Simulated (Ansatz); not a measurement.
Two isomers of CH5GeNO: A = `O[CH]1[NH][GeH2]1`, B = `C[O][Ge][NH2]`.

Isolated molecules relaxed with PBE0-D4/def2-TZVP in Ansatz; ΔE leaves out vibrations. CCSD(T)/CBS adds triple-zeta CCSD(T) − MP2 to the extrapolated MP2 energy (def2 sets, frozen cores). DFT in def2-TZVPP. For Ge outer-core shells are correlated without core-valence functions, which leaves a few kJ/mol of doubt a bond. Scalar relativity is left out up to krypton. One conformer a species, not always the lowest.

(1) Which isomer does CCSD(T)/CBS put lower? Give the gap. (Best estimate.)

(2) Give E(B) − E(A) in kJ/mol with ωB97M-V, PBE-D4, B2PLYP, HF/def2-TZVPP, MP2/def2-TZVPP, CCSD/def2-TZVPP, PBE0-D4. (Best estimate.)

Largest T1 diagnostic: 0.014.

## Answers

(1) Ansatz gave: B, by 271.3 kJ/mol.

(2) The calculation gave: ωB97M-V -261.8, PBE-D4 -240.9, B2PLYP -269.3, HF/def2-TZVPP -274.8, MP2/def2-TZVPP -274.4, CCSD/def2-TZVPP -269.1, PBE0-D4 -251.6. None reverses the order clearly.

From PBE to PBE0 (25 % exact exchange), in def2-TZVPP and without D4, E(B) − E(A) moves by −10.4 kJ/mol.
